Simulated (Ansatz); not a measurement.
Geometry optimisation, RKS PBE0-D4/def2-SVP (Ansatz 0.2.0).

The input (input.yaml):

```yaml
crystal:
  periodic: [false, false, false]
  atoms:
    - { symbol: B, position_ang: [0.0, 0.0, 0.0] }
    - { symbol: Cl, position_ang: [0.0, 0.0, 1.86] }
    - { symbol: C, position_ang: [1.3856, 0.0, -0.8] }
    - { symbol: H, position_ang: [1.7152, -1.0462, -0.9702] }
    - { symbol: H, position_ang: [1.2491, 0.508, -1.7774] }
    - { symbol: H, position_ang: [2.1552, 0.5381, -0.2082] }
    - { symbol: O, position_ang: [-1.2211, 0.0, -0.705] }
    - { symbol: H, position_ang: [-1.7308, -0.8467, -0.4965] }
basis:
  gaussian: { orbitals: def2-SVP }
hamiltonian:
  xc: pbe0
  dispersion: d4
relax:
  f_tol: 0.02
  max_steps: 40
```

Command:

```bash
$ ansatz run input.yaml --threads 1 --pin off --max-ram 2048MiB --backend cpu --events-out ev --progress --plain --runs-dir out
```

Q: Where does it end, and by what steps?

A: The run converged. The force dipped under the threshold on the way, but the program's further checks kept it going. After 10 steps the energy has fallen by 0.646 eV; H8 moved furthest, 0.69 Å.

| step | energy less start (eV) | largest force component (eV/Å) | accepted |
| --- | --- | --- | --- |
| 0 | 0.0000 | 2.138 | yes |
| 1 | -0.2930 | 2.155 | yes |
| 2 | -0.4526 | 2.145 | yes |
| 3 | -0.6262 | 0.745 | yes |
| 4 | -0.6386 | 0.403 | yes |
| 5 | -0.6444 | 0.203 | yes |
| 6 | -0.6458 | 0.054 | yes |
| 7 | -0.6461 | 0.008 | yes |
| 8 | -0.6462 | 0.063 | yes |
| 9 | -0.6458 | 0.113 | no |
| 10 | -0.6465 | 0.001 | yes |

```xyz
8
Properties=species:S:1:pos:R:3
B 0.020 -0.180 -0.089
Cl -0.039 -0.506 1.670
C 1.391 0.017 -0.806
H 2.024 -0.875 -0.674
H 1.270 0.212 -1.881
H 1.945 0.854 -0.351
O -1.143 -0.114 -0.763
H -1.915 -0.255 -0.202
```

Whether the end is a true minimum wasn't checked by a vibrational analysis.

The run took 30 s on 1 thread of Arm Neoverse V2 (shared host), peak memory 0.15 GiB.
